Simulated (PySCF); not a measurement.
BH5O3Si.

```xyz
10

B      0.0448    -0.9627     0.0000
O      0.8500    -2.0677     0.0000
H      0.3900    -2.9130     0.0000
O     -1.3304    -0.9933     0.0000
H     -1.7371    -1.8657     0.0000
O      0.6521     0.2560     0.0000
Si     0.0148     1.8016     0.0000
H     -0.8132     2.0348    -1.2171
H     -0.8132     2.0348     1.2171
H      1.1679     2.7399     0.0000
```
Charge 0, spin multiplicity 1.

Geometry optimised at B3LYP-D3(BJ)/def2-SVP. The values are those of a single conformer.

Level of theory: PBE/pcSseg-1 (PySCF). Non-relativistic, no solvent.

Problem. Give the absolute GIAO shielding of each atom: isotropic value and principal components (ppm). (Estimate from the structure and the level; the computed values follow.)

Solution. 
```tsv
atom	σ(iso)	σ11	σ22	σ33	span
B1	78.7	73.3	80.9	81.8	8.6
O2	235.1	164.7	255.0	285.7	121.1
H3	28.9	23.0	25.1	38.7	15.7
O4	235.1	177.2	245.9	282.2	105.1
H5	28.9	23.2	24.6	39.0	15.8
O6	268.9	178.7	293.2	334.8	156.1
Si7	371.8	323.7	336.8	454.9	131.2
H8	26.0	23.0	24.6	30.6	7.6
H9	26.0	23.0	24.6	30.6	7.6
H10	26.3	23.1	24.7	31.0	7.9
```
